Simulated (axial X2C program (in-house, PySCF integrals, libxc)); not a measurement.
# Potential curves of WN⁻, 2c

All values were computed with an axial X2C code built on PySCF integrals. Two-component (2c) means X2C with spin–orbit coupling and atomic mean-field two-electron Coulomb and Gaunt terms. Basis: W dyall-acv3z [14s15p10d7f4g], N dyall-av3z [7s7p3d2f] (cores contracted in-house); Gaussian nuclei, density fitting, unrestricted open shells. Masses: W 183.951 u, N 14.003 u.

State: Ω = 1 (⟨Sz⟩ = 1.00, ⟨Lz⟩ = 0.00 at PBE0). Energies in eV from the fragments at the same level (W- + N). Fits are polynomials in 1 − R0/R over 0.85 to 1.23 times the lowest point R0.

| R (Å) | PBE0 | TPSSh |
| --- | --- | --- |
| 1.4486 | -4.6166 | -4.6869 |
| 1.5151 | -5.7542 | -5.8650 |
| 1.5651 | -6.2491 | -6.3904 |
| 1.6151 | -6.5035 | -6.6752 |
| 1.6650 | -6.5680 | -6.7696 |
| 1.7233 | -6.4599 | -6.6951 |
| 1.7816 | -6.2073 | -6.4729 |
| 1.8565 | -5.7473 | -6.0423 |
| 1.9480 | -5.0960 | -5.4007 |
| 2.0812 |  | -4.4536 |

The state is a single determinant with fixed occupations, the lowest that a limited PBE0 search found. De is counted from the lowest determinant-based energies of the atoms at the same level, without counterpoise correction. Density functionals use the spin component along the axis (collinear). Other states lie close and PBE0, whose exact exchange favours high spin, may order them wrongly; the determinant shown need not be the ground state. The nearest other 2c determinant of the search, Ω = 0, lies 0.36 eV up at the distance of the search. Without a current term, density functionals place determinants with orbital angular momentum somewhat too high. With several unpaired electrons one determinant need not be a pure state. Open-shell Ω = 0 determinants with evenly filled partner blocks cannot be reached by this program, so the Ω shown need not be the lowest component. Some points did not converge and are left out. The highest occupied level of some functionals is positive through self-interaction error; at Hartree–Fock it is bound. The determinant is spin-polarised beyond a pure state at some levels (its spin-free form has ⟨S²⟩ too high), which makes Re and μ there less reliable.

(1) What are Re, ωe and De at the PBE0 level?

(2) What are Re, ωe and De at the TPSSh level?

Results:

(1) At PBE0, 2c: Re = 1.660 Å, ωe ≈ 1120 cm⁻¹, De = 6.57 eV to W- + N; Be follows as 0.47 cm⁻¹.

(2) At TPSSh, 2c: Re = 1.670 Å, ωe ≈ 1100 cm⁻¹, De = 6.77 eV to W- + N; Be follows as 0.465 cm⁻¹.
